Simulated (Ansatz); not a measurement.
Harmonic vibrations of C₃H₁₁NZr (`[CH3][Zr]([CH3])([CH3])[NH2]`) by finite differences.

```yaml
crystal:
  periodic: [false, false, false]
  atoms:
    - {symbol: C, position_ang: [-0.364731, 1.016159, -1.806921]}
    - {symbol: Zr, position_ang: [-0.112211, 0.044154, 0.183430]}
    - {symbol: C, position_ang: [1.943104, 0.504289, 0.896032]}
    - {symbol: C, position_ang: [-0.413679, -2.135621, -0.142605]}
    - {symbol: N, position_ang: [-1.530518, 0.801851, 1.415936]}
    - {symbol: H, position_ang: [-0.259758, 2.105879, -1.753048]}
    - {symbol: H, position_ang: [0.397640, 0.643924, -2.504735]}
    - {symbol: H, position_ang: [-1.345890, 0.805098, -2.248180]}
    - {symbol: H, position_ang: [1.949550, 1.058617, 1.842406]}
    - {symbol: H, position_ang: [2.471366, 1.116945, 0.153395]}
    - {symbol: H, position_ang: [2.531385, -0.410095, 1.046296]}
    - {symbol: H, position_ang: [0.375064, -2.721896, 0.346640]}
    - {symbol: H, position_ang: [-0.371233, -2.361156, -1.216616]}
    - {symbol: H, position_ang: [-1.376609, -2.501691, 0.231741]}
    - {symbol: H, position_ang: [-1.404863, 1.552309, 2.083023]}
    - {symbol: H, position_ang: [-2.488617, 0.481234, 1.473205]}
basis:
  gaussian: {orbitals: def2-TZVP}
hamiltonian: {xc: pbe0, dispersion: d4}
phonons: {temperatures: {t_min: 298.15, t_max: 900, t_step: 200}}
```

```sh
$ ansatz run in.yaml --threads 4 --pin off --events-out ev --progress --plain --max-ram 11315MiB
```

It prints (some lines left out):

```
Functional definition: PBE0
mean field -6057.55197829 eV, -222.6109292460 hartree, gradient 5.9e-5 eV, S^2 0.000000; 0 other end points of the search recorded, 0 dependent functions left out
mean field -6057.55183026 eV, -222.6109238059 hartree, gradient 1.3e-6 eV, S^2 0.000000; 0 other end points of the search recorded, 0 dependent functions left out
mean field -6057.55184539 eV, -222.6109243620 hartree, gradient 1.3e-6 eV, S^2 0.000000; 0 other end points of the search recorded, 0 dependent functions left out
mean field -6057.55187305 eV, -222.6109253784 hartree, gradient 1.3e-6 eV, S^2 0.000000; 0 other end points of the search recorded, 0 dependent functions left out
mean field -6057.55181659 eV, -222.6109233036 hartree, gradient 1.3e-6 eV, S^2 0.000000; 0 other end points of the search recorded, 0 dependent functions left out
mean field -6057.55182001 eV, -222.6109234294 hartree, gradient 1.3e-6 eV, S^2 0.000000; 0 other end points of the search recorded, 0 dependent functions left out
mean field -6057.55193264 eV, -222.6109275683 hartree, gradient 1.3e-6 eV, S^2 0.000000; 0 other end points of the search recorded, 0 dependent functions left out
mean field -6057.55190348 eV, -222.6109264968 hartree, gradient 1.3e-6 eV, S^2 0.000000; 0 other end points of the search recorded, 0 dependent functions left out
mean field -6057.55188287 eV, -222.6109257395 hartree, gradient 1.3e-6 eV, S^2 0.000000; 0 other end points of the search recorded, 0 dependent functions left out
mean field -6057.55190314 eV, -222.6109264842 hartree, gradient 1.3e-6 eV, S^2 0.000000; 0 other end points of the search recorded, 0 dependent functions left out
mean field -6057.55190990 eV, -222.6109267326 hartree, gradient 1.3e-6 eV, S^2 0.000000; 0 other end points of the search recorded, 0 dependent functions left out
mean field -6057.55190425 eV, -222.6109265249 hartree, gradient 1.3e-6 eV, S^2 0.000000; 0 other end points of the search recorded, 0 dependent functions left out
mean field -6057.55190752 eV, -222.6109266453 hartree, gradient 1.3e-6 eV, S^2 0.000000; 0 other end points of the search recorded, 0 dependent functions left out
mean field -6057.55193482 eV, -222.6109276484 hartree, gradient 1.3e-6 eV, S^2 0.000000; 0 other end points of the search recorded, 0 dependent functions left out
mean field -6057.55182092 eV, -222.6109234625 hartree, gradient 1.3e-6 eV, S^2 0.000000; 0 other end points of the search recorded, 0 dependent functions left out
mean field -6057.55185157 eV, -222.6109245889 hartree, gradient 1.3e-6 eV, S^2 0.000000; 0 other end points of the search recorded, 0 dependent functions left out
mean field -6057.55182891 eV, -222.6109237562 hartree, gradient 1.3e-6 eV, S^2 0.000000; 0 other end points of the search recorded, 0 dependent functions left out
mean field -6057.55186467 eV, -222.6109250704 hartree, gradient 1.3e-6 eV, S^2 0.000000; 0 other end points of the search recorded, 0 dependent functions left out
mean field -6057.55181937 eV, -222.6109234056 hartree, gradient 1.3e-6 eV, S^2 0.000000; 0 other end points of the search recorded, 0 dependent functions left out
mean field -6057.55182901 eV, -222.6109237599 hartree, gradient 1.3e-6 eV, S^2 0.000000; 0 other end points of the search recorded, 0 dependent functions left out
mean field -6057.55184581 eV, -222.6109243774 hartree, gradient 1.3e-6 eV, S^2 0.000000; 0 other end points of the search recorded, 0 dependent functions left out
mean field -6057.55181618 eV, -222.6109232884 hartree, gradient 1.3e-6 eV, S^2 0.000000; 0 other end points of the search recorded, 0 dependent functions left out
mean field -6057.55194568 eV, -222.6109280477 hartree, gradient 1.3e-6 eV, S^2 0.000000; 0 other end points of the search recorded, 0 dependent functions left out
mean field -6057.55183519 eV, -222.6109239872 hartree, gradient 1.3e-6 eV, S^2 0.000000; 0 other end points of the search recorded, 0 dependent functions left out
mean field -6057.55184797 eV, -222.6109244569 hartree, gradient 1.3e-6 eV, S^2 0.000000; 0 other end points of the search recorded, 0 dependent functions left out
mean field -6057.55176671 eV, -222.6109214705 hartree, gradient 1.3e-6 eV, S^2 0.000000; 0 other end points of the search recorded, 0 dependent functions left out
mean field -6057.55185575 eV, -222.6109247426 hartree, gradient 1.3e-6 eV, S^2 0.000000; 0 other end points of the search recorded, 0 dependent functions left out
mean field -6057.55189435 eV, -222.6109261614 hartree, gradient 1.3e-6 eV, S^2 0.000000; 0 other end points of the search recorded, 0 dependent functions left out
mean field -6057.55184995 eV, -222.6109245297 hartree, gradient 1.3e-6 eV, S^2 0.000000; 0 other end points of the search recorded, 0 dependent functions left out
mean field -6057.55192605 eV, -222.6109273261 hartree, gradient 1.3e-6 eV, S^2 0.000000; 0 other end points of the search recorded, 0 dependent functions left out
mean field -6057.55184394 eV, -222.6109243085 hartree, gradient 1.3e-6 eV, S^2 0.000000; 0 other end points of the search recorded, 0 dependent functions left out
mean field -6057.55196264 eV, -222.6109286710 hartree, gradient 1.4e-6 eV, S^2 0.000000; 0 other end points of the search recorded, 0 dependent functions left out
mean field -6057.55196766 eV, -222.6109288553 hartree, gradient 1.3e-6 eV, S^2 0.000000; 0 other end points of the search recorded, 0 dependent functions left out
mean field -6057.55188151 eV, -222.6109256894 hartree, gradient 2.3e-6 eV, S^2 0.000000; 0 other end points of the search recorded, 0 dependent functions left out
[...]
mean field -6057.55191698 eV, -222.6109269928 hartree, gradient 1.6e-6 eV, S^2 0.000000; 0 other end points of the search recorded, 0 dependent functions left out
mean field -6057.55192434 eV, -222.6109272635 hartree, gradient 1.7e-6 eV, S^2 0.000000; 0 other end points of the search recorded, 0 dependent functions left out
mean field -6057.55193476 eV, -222.6109276461 hartree, gradient 1.8e-6 eV, S^2 0.000000; 0 other end points of the search recorded, 0 dependent functions left out
mean field -6057.55195444 eV, -222.6109283695 hartree, gradient 2.3e-6 eV, S^2 0.000000; 0 other end points of the search recorded, 0 dependent functions left out
mean field -6057.55194437 eV, -222.6109279995 hartree, gradient 1.2e-6 eV, S^2 0.000000; 0 other end points of the search recorded, 0 dependent functions left out
mean field -6057.55195301 eV, -222.6109283168 hartree, gradient 1.3e-6 eV, S^2 0.000000; 0 other end points of the search recorded, 0 dependent functions left out
mean field -6057.55196183 eV, -222.6109286412 hartree, gradient 1.1e-6 eV, S^2 0.000000; 0 other end points of the search recorded, 0 dependent functions left out
mean field -6057.55196965 eV, -222.6109289283 hartree, gradient 9.6e-7 eV, S^2 0.000000; 0 other end points of the search recorded, 0 dependent functions left out
mean field -6057.55195547 eV, -222.6109284072 hartree, gradient 2.0e-6 eV, S^2 0.000000; 0 other end points of the search recorded, 0 dependent functions left out
mean field -6057.55197825 eV, -222.6109292444 hartree, gradient 1.9e-6 eV, S^2 0.000000; 0 other end points of the search recorded, 0 dependent functions left out
mean field -6057.55188368 eV, -222.6109257689 hartree, gradient 2.7e-6 eV, S^2 0.000000; 0 other end points of the search recorded, 0 dependent functions left out
mean field -6057.55187938 eV, -222.6109256109 hartree, gradient 2.3e-6 eV, S^2 0.000000; 0 other end points of the search recorded, 0 dependent functions left out
mean field -6057.55189983 eV, -222.6109263627 hartree, gradient 2.0e-6 eV, S^2 0.000000; 0 other end points of the search recorded, 0 dependent functions left out
mean field -6057.55189369 eV, -222.6109261370 hartree, gradient 2.2e-6 eV, S^2 0.000000; 0 other end points of the search recorded, 0 dependent functions left out
mean field -6057.55194944 eV, -222.6109281859 hartree, gradient 1.9e-6 eV, S^2 0.000000; 0 other end points of the search recorded, 0 dependent functions left out
mean field -6057.55197116 eV, -222.6109289839 hartree, gradient 2.4e-6 eV, S^2 0.000000; 0 other end points of the search recorded, 0 dependent functions left out
mean field -6057.55195451 eV, -222.6109283720 hartree, gradient 1.4e-6 eV, S^2 0.000000; 0 other end points of the search recorded, 0 dependent functions left out
mean field -6057.55195691 eV, -222.6109284602 hartree, gradient 1.2e-6 eV, S^2 0.000000; 0 other end points of the search recorded, 0 dependent functions left out
mean field -6057.55196067 eV, -222.6109285985 hartree, gradient 1.4e-6 eV, S^2 0.000000; 0 other end points of the search recorded, 0 dependent functions left out
mean field -6057.55196595 eV, -222.6109287926 hartree, gradient 1.2e-6 eV, S^2 0.000000; 0 other end points of the search recorded, 0 dependent functions left out
mean field -6057.55191777 eV, -222.6109270218 hartree, gradient 2.8e-6 eV, S^2 0.000000; 0 other end points of the search recorded, 0 dependent functions left out
mean field -6057.55188271 eV, -222.6109257334 hartree, gradient 1.3e-6 eV, S^2 0.000000; 0 other end points of the search recorded, 0 dependent functions left out
mean field -6057.55193280 eV, -222.6109275742 hartree, gradient 2.7e-6 eV, S^2 0.000000; 0 other end points of the search recorded, 0 dependent functions left out
mean field -6057.55190038 eV, -222.6109263830 hartree, gradient 2.9e-6 eV, S^2 0.000000; 0 other end points of the search recorded, 0 dependent functions left out
mean field -6057.55182910 eV, -222.6109237635 hartree, gradient 1.3e-6 eV, S^2 0.000000; 0 other end points of the search recorded, 0 dependent functions left out
mean field -6057.55187609 eV, -222.6109254904 hartree, gradient 2.3e-6 eV, S^2 0.000000; 0 other end points of the search recorded, 0 dependent functions left out
mean field -6057.55195351 eV, -222.6109283354 hartree, gradient 2.1e-6 eV, S^2 0.000000; 0 other end points of the search recorded, 0 dependent functions left out
mean field -6057.55196024 eV, -222.6109285826 hartree, gradient 2.1e-6 eV, S^2 0.000000; 0 other end points of the search recorded, 0 dependent functions left out
mean field -6057.55197789 eV, -222.6109292313 hartree, gradient 2.1e-6 eV, S^2 0.000000; 0 other end points of the search recorded, 0 dependent functions left out
mean field -6057.55196351 eV, -222.6109287029 hartree, gradient 2.0e-6 eV, S^2 0.000000; 0 other end points of the search recorded, 0 dependent functions left out
Total energy: -6057.81987702 eV, -222.6207743426 hartree
Atom 0 at    -0.364731     1.016159    -1.806921 Å, force    -0.000217     0.000425    -0.000356 eV/Å
Atom 1 at    -0.112211     0.044154     0.183430 Å, force     0.000036     0.000937     0.002210 eV/Å
Atom 2 at     1.943104     0.504289     0.896032 Å, force    -0.000507    -0.000538     0.000235 eV/Å
Atom 3 at    -0.413679    -2.135621    -0.142605 Å, force    -0.000243    -0.000858     0.000002 eV/Å
Atom 4 at    -1.530518     0.801851     1.415936 Å, force     0.000545    -0.000767    -0.000870 eV/Å
Atom 5 at    -0.259758     2.105879    -1.753048 Å, force    -0.000083     0.000332    -0.000198 eV/Å
Atom 6 at     0.397640     0.643924    -2.504735 Å, force     0.000184    -0.000395     0.000017 eV/Å
Atom 7 at    -1.345890     0.805098    -2.248180 Å, force     0.000213     0.000224    -0.000572 eV/Å
Atom 8 at     1.949550     1.058617     1.842406 Å, force     0.000100     0.000355    -0.000248 eV/Å
Atom 9 at     2.471366     1.116945     0.153395 Å, force    -0.000153    -0.000057     0.000024 eV/Å
Atom 10 at     2.531385    -0.410095     1.046296 Å, force    -0.000304    -0.000122     0.000190 eV/Å
Atom 11 at     0.375064    -2.721896     0.346640 Å, force     0.000358     0.000161    -0.000646 eV/Å
Atom 12 at    -0.371233    -2.361156    -1.216616 Å, force    -0.000861     0.000333    -0.000083 eV/Å
Atom 13 at    -1.376609    -2.501691     0.231741 Å, force     0.000769    -0.000187     0.000380 eV/Å
Atom 14 at    -1.404863     1.552309     2.083023 Å, force     0.000036     0.000171    -0.000570 eV/Å
Atom 15 at    -2.488617     0.481234     1.473205 Å, force     0.000127    -0.000014     0.000486 eV/Å
Dipole moment:    -0.154465     0.067707     0.222259 e Å
Vibrations: 27.45 51.48 60.34 75.47 122.90 130.40 135.87 144.39 159.84 371.20 383.23 414.74 441.08 442.62 474.22 486.43 502.98 509.30 536.14 544.40 652.40 1156.67 1158.92 1164.81 1412.77 1414.56 1415.20 1416.77 1417.15 1421.80 1535.28 3002.44 3003.97 3006.27 3083.54 3086.43 3087.18 3093.12 3097.80 3100.25 3548.01 3640.37 cm⁻¹, zero-point energy 3.405238 eV
```

Run time 5.8 min (4 threads of an AMD EPYC 7R43 on a shared host); peak host memory 0.82 GiB.
